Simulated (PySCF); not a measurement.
A mixed set of molecules.

All values: PBE0/def2-SVPD (PySCF) at GFN2-xTB geometries, gas phase, one conformer each. Core orbitals are frozen in the response; Δα² is half the sum of the squared differences of the principal polarisabilities.

Problem. Rank by dipole moment, lowest first.
A. `[F:1][CH2:2][CH2:3][CH2:4][S:5][SiH3:6]` with F1–C2–C3–C4 -66°, C2–C3–C4–S5 -178°, C3–C4–S5–Si6 -75°
B. `[CH3:1][O:2][CH2:3][O:4][C:5]([CH3:6])=[O:7]` with C1–O2–C3–O4 -69°, O2–C3–O4–C5 -178°, C3–O4–C5–C6 179°
C. `[CH3:1][C@H:2]1[CH2:3][CH:4]=[C:5]([F:6])[C:7](=[O:8])[CH2:9]1` with C1–C2–C3–C4 174°, C2–C3–C4–C5 -22°, C4–C5–C7–O8 177°, C5–C7–C9–C2 36°
D. `[CH2:1]=[C:2]1[C:3](=[CH2:4])[C@@H:5]([O:6][CH3:7])[C@@H:8]1[F:9]` with C3–C5–O6–C7 180°, C1–C2–C3–C4 16°, C2–C3–C5–O6 -129°, C3–C5–C8–F9 128°, C1–C2–C8–C5 168°

Solution. D (0.66 D), A (1.22 D), B (2.38 D), C (5.04 D).

Problem. Rank by polarisability anisotropy Δα, highest first.
A. `[F:1][CH2:2][CH2:3][CH2:4][S:5][SiH3:6]` with F1–C2–C3–C4 -66°, C2–C3–C4–S5 -178°, C3–C4–S5–Si6 -75°
B. `[CH2:1]=[C:2]1[C:3](=[CH2:4])[C@@H:5]([O:6][CH3:7])[C@@H:8]1[F:9]` with C3–C5–O6–C7 180°, C1–C2–C3–C4 16°, C2–C3–C5–O6 -129°, C3–C5–C8–F9 128°, C1–C2–C8–C5 168°
C. `[CH3:1][O:2][CH2:3][O:4][C:5]([CH3:6])=[O:7]` with C1–O2–C3–O4 -69°, O2–C3–O4–C5 -178°, C3–O4–C5–C6 179° (methoxymethyl acetate)
D. `[CH3:1][C@H:2]1[CH2:3][CH:4]=[C:5]([F:6])[C:7](=[O:8])[CH2:9]1` with C1–C2–C3–C4 174°, C2–C3–C4–C5 -22°, C4–C5–C7–O8 177°, C5–C7–C9–C2 36°
E. `[O:1]=[C:2]1[CH2:3][C@@H:4]([O:5][CH:6]([F:7])[F:8])[O:9]1` with C3–C4–O5–C6 168°, C4–O5–C6–F7 70°

Solution. B (6.15 Å³), D (5.37 Å³), A (3.86 Å³), E (3.41 Å³), C (3.00 Å³).

All values together:

```json
{"SMILES": "C=C1C(=C)[C@@H](OC)[C@@H]1F", "formula": "C7H9FO", "μ (D)": "0.66", "HOMO (eV)": "-7.02", "LUMO (eV)": "-1.61", "α (Å³)": "13.42", "Δα (Å³)": "6.15", "electrons": "68", "α per electron (Å³)": "0.197"}
{"SMILES": "FCCCS[SiH3]", "formula": "C3H9FSSi", "μ (D)": "1.22", "HOMO (eV)": "-6.87", "LUMO (eV)": "0.04", "α (Å³)": "12.84", "Δα (Å³)": "3.86", "electrons": "66", "α per electron (Å³)": "0.195"}
{"SMILES": "O=C1C[C@@H](OC(F)F)O1", "formula": "C4H4F2O3", "μ (D)": "2.25", "HOMO (eV)": "-8.85", "LUMO (eV)": "-0.50", "α (Å³)": "8.64", "Δα (Å³)": "3.41", "electrons": "70", "α per electron (Å³)": "0.123"}
{"SMILES": "C[C@H]1CC=C(F)C(=O)C1", "formula": "C7H9FO", "μ (D)": "5.04", "HOMO (eV)": "-7.52", "LUMO (eV)": "-1.79", "α (Å³)": "12.42", "Δα (Å³)": "5.37", "electrons": "68", "α per electron (Å³)": "0.183"}
{"SMILES": "COCOC(C)=O", "formula": "C4H8O3", "μ (D)": "2.38", "HOMO (eV)": "-8.01", "LUMO (eV)": "0.16", "α (Å³)": "9.15", "Δα (Å³)": "3.00", "electrons": "56", "α per electron (Å³)": "0.163"}
```

Conformers: `[CH2:1]=[C:2]1[C:3](=[CH2:4])[C@@H:5]([O:6][CH3:7])[C@@H:8]1[F:9]` with C3–C5–O6–C7 180°, C1–C2–C3–C4 16°, C2–C3–C5–O6 -129°, C3–C5–C8–F9 128°, C1–C2–C8–C5 168°; `[F:1][CH2:2][CH2:3][CH2:4][S:5][SiH3:6]` with F1–C2–C3–C4 -66°, C2–C3–C4–S5 -178°, C3–C4–S5–Si6 -75°; `[O:1]=[C:2]1[CH2:3][C@@H:4]([O:5][CH:6]([F:7])[F:8])[O:9]1` with C3–C4–O5–C6 168°, C4–O5–C6–F7 70°; `[CH3:1][C@H:2]1[CH2:3][CH:4]=[C:5]([F:6])[C:7](=[O:8])[CH2:9]1` with C1–C2–C3–C4 174°, C2–C3–C4–C5 -22°, C4–C5–C7–O8 177°, C5–C7–C9–C2 36°; `[CH3:1][O:2][CH2:3][O:4][C:5]([CH3:6])=[O:7]` with C1–O2–C3–O4 -69°, O2–C3–O4–C5 -178°, C3–O4–C5–C6 179°.
